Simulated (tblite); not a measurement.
Species: C₅H₁₁O₄P.
SMILES with atom numbers: `[CH3:1][CH2:2][O:3][P:4]1(=[O:5])[O:6][CH2:7][CH2:8][CH2:9][O:10]1` (hydrogens: H11, H12, H13 on C1; H14, H15 on C2; H16, H17 on C7; H18, H19 on C8; H20, H21 on C9)

Structure used (GFN2-xTB), in Å, numbered top down from 1:
```xyz
21
C5H11O4P angstrom
C      2.639   -0.944   -0.430
C      2.370    0.323    0.362
O      0.978    0.505    0.593
P      0.096    0.989   -0.673
O      0.800    1.745   -1.689
O     -1.095    1.767    0.049
C     -1.930    1.022    0.924
C     -2.540   -0.176    0.204
C     -1.422   -1.068   -0.324
O     -0.590   -0.359   -1.228
H      3.709   -1.072   -0.573
H      2.154   -0.864   -1.400
H      2.244   -1.812    0.093
H      2.753    1.190   -0.182
H      2.825    0.279    1.356
H     -1.346    0.687    1.788
H     -2.703    1.720    1.258
H     -3.136    0.181   -0.637
H     -3.175   -0.739    0.887
H     -0.819   -1.442    0.512
H     -1.820   -1.915   -0.890
```

Calculated harmonic vibrations of the isolated species, GFN2-xTB (tblite), most abundant isotopes, no scaling. Against measured fundamentals such values can be off by several per cent, at times by over 20. One conformer, not necessarily the lowest.

Harmonic wavenumbers (cm⁻¹): 46.8, 70.1, 99.1, 144.6, 187.7, 245.1, 278.9, 286.4, 333.1, 346.4, 422.4, 427.2, 455.5, 498.4, 580.8, 699.6, 747.9, 774.3, 831.1, 902.9, 906.5, 940.6, 945.9, 983.7, 1087.1, 1097.4, 1099.0, 1108.5, 1121.2, 1151.5, 1183.1, 1204.9, 1245.5, 1257.2, 1310.8, 1313.0, 1329.3, 1334.1, 1334.8, 1396.4, 1446.6, 1455.6, 1455.9, 1468.7, 1476.1, 1487.7, 2910.4, 2927.8, 2945.8, 2952.0, 2954.1, 2956.1, 2996.7, 3006.7, 3033.9, 3040.2, 3048.3.

A = 1988, B = 965.2, C = 868.2 MHz; mass 166.039 u (most abundant isotopes); point group C1, symmetry number 1.

Q: What is the zero-point energy?

A: Half the sum of the wavenumbers: 36646 cm⁻¹ = 104.78 kcal/mol.

Q: What is S at 273.15 K and 1 bar for an ideal gas of classical rigid rotors and harmonic oscillators?

A: Translation 40.82, rotation 29.39, vibration 27.99: S = 98.2 cal/(mol K).

Q: And Cp and H(273.15 K) − H(0)?

A: Cp = 38.44 cal/(mol K), of which vibrations give 30.49 (their classical limit is 57 R = 113.3); H(273.15 K) − H(0) = 6.30 kcal/mol without the zero-point energy, 4.13 from vibrations.

Q: Which modes carry the vibrational entropy at 273.15 K?

A: 46.8 cm⁻¹: 4.77; 70.1 cm⁻¹: 3.98; 99.1 cm⁻¹: 3.30; 144.6 cm⁻¹: 2.58; 187.7 cm⁻¹: 2.09; 245.1 cm⁻¹: 1.61 cal/(mol K); the other 51 give 9.66 together.

Q: What must be added to the electronic energy to get the Gibbs energy at 273.15 K and 1 bar?

A: ZPE + [H(273.15 K) − H(0)] − T·S = 104.78 + 6.30 − 26.82 = 84.26 kcal/mol.

Hindered rotation and anharmonicity are outside this model. Other conformers, if any are populated, would add a mixing term that is left out. The structure is chiral; the term R ln 2 for an equal mix with its mirror image is left out.
